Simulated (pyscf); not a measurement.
cyclic C₂H₅B (SMILES B1CC1) → H₂B–CH=CH₂, a rearrangement (singlet surface; B–C, C–H broken, B–H formed). Single points on ωB97X-D3(BJ)/def2-SVP structures (PySCF, gas phase). Correlated levels are frozen-core, on RHF or UHF. ΔMP2 is the change of the MP2 total energy from the triple- to the quadruple-zeta basis. Energies in kcal/mol from the reactant's lowest minimum found.

Small-basis levels: PySCF, no dispersion term, spherical d functions. 

Question: In single points HF/6-31G* puts the saddle at 47.3 kcal/mol and the reaction energy at -17.1 kcal/mol. Should these be trusted to within a few kcal/mol? Compare with CCSD(T)/def2-TZVPP + ΔMP2(QZVPP).

Answer: CCSD(T)/def2-TZVPP + ΔMP2(QZVPP) gives ΔE‡ = 35.7 kcal/mol and ΔE = -12.9 kcal/mol. HF/6-31G* lies 11.6 kcal/mol over it in the barrier and 4.3 kcal/mol under it in the reaction energy, so on this step it does not hold to within 3.0 kcal/mol. CCSD(T)/def2-TZVPP + ΔMP2(QZVPP) has limits of its own. This is the saddle that the search found; another between the same sides may lie lower. The CCSD(T) − MP2 part came from Ansatz, without density fitting, on the same reference.
